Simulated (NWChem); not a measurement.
CH5BS2; SMILES CB(S)S

```xyz
9

B     -0.3232     0.0004    -0.0137
C     -1.9011     0.0001    -0.0001
H     -2.3266    -0.8643    -0.5225
H     -2.3304     0.9088    -0.4362
H     -2.2522    -0.0529     1.0403
S      0.5101     1.6150    -0.0030
H      1.8014     1.2212     0.0418
S      0.5105    -1.6147    -0.0030
H      1.8012    -1.2194     0.0422
```
Atoms are numbered in this order, from 1.

All runs: NWChem. Pople sets run with spherical d functions. Medium grid unless said otherwise, to which SCAN and Minnesota functionals are sensitive. All runs use the structure optimised with B3LYP/6-31G* (spherical d). Total energies of different functionals are on different scales.

| level | energy (Ha) | highest occupied level (eV) | orbital gap (eV) | dipole (D) |
|---|---|---|---|---|
| B3LYP/6-31G* | -862.4076 | -7.12 | 6.57 | 0.70 |
| PBE/6-31G* | -861.9198 | -6.20 | 4.88 | 0.74 |
| LDA (Slater exchange, PW92)/6-31G* | -858.9326 | -6.28 | 4.80 | 0.78 |
| r2SCAN0/6-31G* | -862.2611 | -7.63 | 7.32 | 0.75 |
| BP86/6-31G* | -862.4451 | -6.30 | 4.91 | 0.72 |
| B3PW91/6-31G* | -862.2815 | -7.22 | 6.57 | 0.73 |
| Hartree-Fock/6-31G* | -860.5481 | -10.17 | 13.43 | 0.64 |
| N12/6-31G* | -862.3306 | -6.04 | 4.99 | 0.78 |
| PW91/6-31G* | -862.3080 | -6.23 | 4.89 | 0.74 |
| TPSSh/6-31G* | -862.4153 | -6.80 | 5.92 | 0.73 |
